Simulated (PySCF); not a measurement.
2H-1,3,5-oxadiazine (C3H4N2O), SMILES C1=NC=NCO1. Geometry: B3LYP-D3(BJ)/def2-SVP. The values are those of a single conformer.

### Question
Give the equilibrium geometry at B3LYP-D3(BJ)/def2-SVP (PySCF confirms it by a frequency run) as bond lengths and angles. (An estimate is asked for; the answer gives what the named calculation found.)

### Answer
One answer among several that fit: 
Atoms: C1 N2 C3 N4 C5 O6 H7 H8 H9 H10. Bonds (Å): C1–N2 1.281, C1–O6 1.331, C1–H7 1.098, N2–C3 1.405, C3–N4 1.276, C3–H8 1.098, N4–C5 1.430, C5–O6 1.462, C5–H9 1.100, C5–H10 1.107. Angles (°): N2–C1–O6 126.5, N2–C1–H7 121.5, O6–C1–H7 112.0, C1–N2–C3 114.3, N2–C3–N4 126.6, N2–C3–H8 114.7, N4–C3–H8 118.7, C3–N4–C5 116.7, N4–C5–O6 114.9, N4–C5–H9 110.8, N4–C5–H10 110.0, O6–C5–H9 105.1, O6–C5–H10 107.4, H9–C5–H10 108.4, C1–O6–C5 115.9.
Charge 0, spin multiplicity 1.
